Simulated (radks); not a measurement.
Excited configurations of Ru3+: one electron is placed in a higher orbital outside [Kr] 4d4. The ground configuration is [Kr] 4d5. Calculated with a radial shooting solver on a logarithmic mesh with Libxc functionals: scalar-relativistic Kohn-Sham, PBE, spin-polarised, spherical densities, finite nucleus; open shells are filled with parallel spins first (spin-orbit coupling, left out, can overturn this in heavy ions); Fermi nuclear charge, rms radius 4.4809 fm. Excitation = E - E(ground); binding = E(ion) - E, where the ion is the core of charge +4; n* = 4/sqrt(2 binding) in atomic units, and the quantum defect is n - n*.

| outer orbital | excitation (eV) | binding (eV) | n* | eigenvalue (eV) | <r> (bohr) |
|---|---|---|---|---|---|
| 4f | 30.157 | 15.871 | 3.704 | -12.760 | 3.408 |
| 5p | 17.495 | 28.533 | 2.762 | -24.876 | 2.805 |
| 5d | 27.130 | 18.898 | 3.394 | -16.354 | 3.778 |
| 5f | 35.373 | 10.655 | 4.520 | -9.186 | 6.229 |
| 6p | 30.608 | 15.420 | 3.757 | -13.776 | 5.288 |

The Delta-SCF ionisation energy is 46.028 eV (NIST Atomic Spectra Database: 45 eV, theoretical). Self-interaction in the functional shifts the binding energies and quantum defects, so they are the method's values and not measured ones. Open shells are spherical and high-spin; term and fine-structure splittings are not resolved.
